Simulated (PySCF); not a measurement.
## `C#C[SiH2]C1C=C1`: 4 charge schemes on one density

C5H6Si.
Atom-mapped SMILES: `[CH:1]#[C:2][SiH2:3][CH:4]1[CH:5]=[CH:6]1` (hydrogens: H7 on C1; H8, H9 on Si3; H10 on C4; H11 on C5; H12 on C6)

Cartesian coordinates in Å at the GFN2-xTB level; atoms count from 1:
```
atom  x, y, z in Å
C1    -3.095   -0.496    0.496
C2    -2.066    0.069    0.235
Si3   -0.497    0.967   -0.164
C4     0.849   -0.300   -0.554
C5     2.310   -0.014   -0.283
C6     1.755   -0.865    0.518
H7    -3.994   -0.994    0.723
H8    -0.110    1.763    1.008
H9    -0.747    1.820   -1.335
H10    0.640   -0.959   -1.401
H11    3.155    0.540   -0.611
H12    1.801   -1.533    1.342
```

Density: PBE0/pcSseg-1 (PySCF); schemes: Mulliken, IAO, Hirshfeld and ESP-fitted. Isolated species at its GFN2-xTB geometry (one conformer only).

Task: Give the atomic charges in each scheme.

Result: In e; atoms taken as equivalent share a row and are averaged (×n: the atom named and its like, n in all):

| atom | environment | Mulliken | IAO | Hirshfeld | ESP-fitted |
| --- | --- | --- | --- | --- | --- |
| C1 | terminal alkyne carbon | -0.200 | -0.197 | -0.094 | -0.333 |
| C2 | alkyne carbon | -0.178 | -0.325 | -0.159 | -0.183 |
| Si3 | SiH2 silicon | +0.757 | +0.769 | +0.342 | +0.433 |
| C4 | sp3 carbon bound to silicon | -0.444 | -0.401 | -0.137 | -0.143 |
| C5/C6 | alkene CH carbon | -0.063 | -0.145 | -0.039 | -0.212 |
| H7 | alkyne hydrogen | +0.062 | +0.200 | +0.095 | +0.295 |
| H8/H9 | Si–H hydrogen | -0.094 | -0.120 | -0.075 | -0.084 |
| H10 | methine hydrogen | +0.147 | +0.126 | +0.025 | +0.101 |
| H11/H12 | vinylic hydrogen | +0.086 | +0.178 | +0.079 | +0.211 |

Mean size of the charges over all atoms: IAO 0.242 e, ESP-fitted 0.208 e, Mulliken 0.190 e, Hirshfeld 0.103 e. Each set sums to the total charge, 0, to within 0.001 e. The Hirshfeld scheme divides the density at each point in proportion to the densities of the neutral, spherically averaged free atoms.

Some averages cover members that differ in this geometry: C5/C6, ESP-fitted -0.231 to -0.192; H8/H9, ESP-fitted -0.097 to -0.071 e.

Lowest charge. The schemes don't all agree: Mulliken C4 (-0.444); IAO C4 (-0.401); Hirshfeld C2 (-0.159); ESP-fitted C1 (-0.333).

Highest charge. All schemes agree: Mulliken Si3 (+0.757); IAO Si3 (+0.769); Hirshfeld Si3 (+0.342); ESP-fitted Si3 (+0.433).

Task: Sum the charges by element, for elements with more than one atom.

Result: 
```json
{"element": "C", "atoms": "5", "Mulliken": "-0.949", "IAO": "-1.212", "Hirshfeld": "-0.469", "ESP-fitted": "-1.082"}
{"element": "H", "atoms": "6", "Mulliken": "+0.192", "IAO": "+0.443", "Hirshfeld": "+0.126", "ESP-fitted": "+0.649"}
```

Task: How closely do the schemes follow one another over all atoms?

Result: Correlation coefficient and root-mean-square difference: IAO with Hirshfeld 0.99, 0.173 e; Mulliken with IAO 0.97, 0.079 e; Mulliken with Hirshfeld 0.95, 0.157 e; IAO with ESP-fitted 0.89, 0.142 e; Hirshfeld with ESP-fitted 0.88, 0.131 e; Mulliken with ESP-fitted 0.79, 0.170 e.

Task: How many electrons does the ESP-fitted scheme count on C4?

Result: Z − q = 6 − (-0.143) = 6.143.

The run behind these numbers computed NMR shieldings as well. Time: 17 s (grids of density and orbitals included); peak memory 0.67 GiB. Hardware: one thread, Arm Neoverse V2 (aarch64), on a shared host.
